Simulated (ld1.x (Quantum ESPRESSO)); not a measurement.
Transferability test, TM potential for Te (Z = 52)

Te, norm-conserving Troullier–Martins (Kleinman–Bylander form), made with ld1.x (Quantum ESPRESSO) 7.5 (LDA (PZ), fully relativistic). Core [Kr], reference 4d10 5s2 5p4. Waves: 5p (bound): rc 2.15 bohr; 4d (bound): rc 1.50 bohr; 5s (bound): rc 1.80 bohr. Local part: the s channel. Core correction: none.

Open shells are filled in proportion to 2j + 1 (rel_dist='average').

Energies are relative to the spin-unpolarised reference configuration 4d10 5s2 5p4; without spin polarisation the order of configurations can differ from experiment.

| valence configuration | charge | ΔE all-electron (eV) | error AE − PS (meV) |
| --- | --- | --- | --- |
| 4d10 5s2 5p3 | +1 | 9.938 | +2.2 |
| 4d10 5s2 5p2 | +2 | 28.137 | +11 |
| 4d10 5s2 5p1 | +3 | 55.399 | +32 |
| 4d10 5s2 5p0 | +4 | 92.342 | +66 |
| 4d10 5s1 5p4 | +1 | 19.830 | +5.2 |
| 4d10 5s1 5p5 | 0 | 9.316 | -0.9 |
| 4d10 5s0 5p6 | 0 | 18.839 | -3.8 |

Levels in the configuration 4d10 5s2 5p1:

| level | all-electron (eV) | pseudo (eV) |
| --- | --- | --- |
| 4d j=3/2 | -73.320 | -73.048 |
| 4d j=5/2 | -71.827 | -71.562 |
| 5s j=1/2 | -43.123 | -43.079 |
| 5p j=1/2 | -32.853 | -32.823 |
| 5p j=3/2 | -31.594 | -31.569 |
